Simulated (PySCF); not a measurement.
Species: C2H7BGaN.
Atom-mapped SMILES: `[BH2:1][C:2]#[C:3][GaH2-:4][NH3+:5]` (hydrogens: H6, H7 on B1; H8, H9 on Ga4; H10, H11, H12 on N5)

Computed with PySCF, PBE0-D3(BJ)/def2-SVP geometry optimisation, gas phase.

Task: Give the optimised bond lengths and angles.

Result: 
```
                  bond  length (Å)
                 B1–C2       1.498
                 C2≡C3       1.236
                C3–Ga4       1.954
                Ga4–N5       2.133
          B1–H6, B1–H7       1.210
        Ga4–H8, Ga4–H9       1.572
N5–H10, N5–H11, N5–H12       1.020
```

Bonds in one row agree within 0.01 Å and their mean is given. A selection of angles:
```
     angle  degrees
  C2–B1–H6    120.5
  C2–B1–H7    120.4
  H6–B1–H7    119.1
  B1–C2–C3    179.8
 C2–C3–Ga4    179.1
 C3–Ga4–N5     95.3
 C3–Ga4–H8    115.5
 N5–Ga4–H8    100.7
 H8–Ga4–H9    122.2
Ga4–N5–H10    109.6
Ga4–N5–H11    114.0
H10–N5–H11    108.0
```

The 5 heavy atoms lie in one plane (0.001 Å rms). Ga4 (gallium bonded to C, N and 2 H) has angles from 95.3° to 122.2°. B1 (three-coordinate boron) is planar (angles 120.5°, 120.4° and 119.1°, sum 360.0°, 0.00 Å off the plane of its three neighbours). N5 (nitrogen bonded to Ga and 3 H) is distorted tetrahedral (angles from 107.2° to 114.0°).

Point group: near Cs, missed by 0.09 Å at most; the miss may be what the optimiser left on a soft mode. Whether it is a minimum is left open (no frequencies).

The run took 33 s of wall time on Intel Xeon Platinum 8488C, one thread, no GPU, shared host with 96 logical CPUs at a one-minute load of 39, and the process peaked at 0.50 GiB of memory. This is the geometry optimisation.
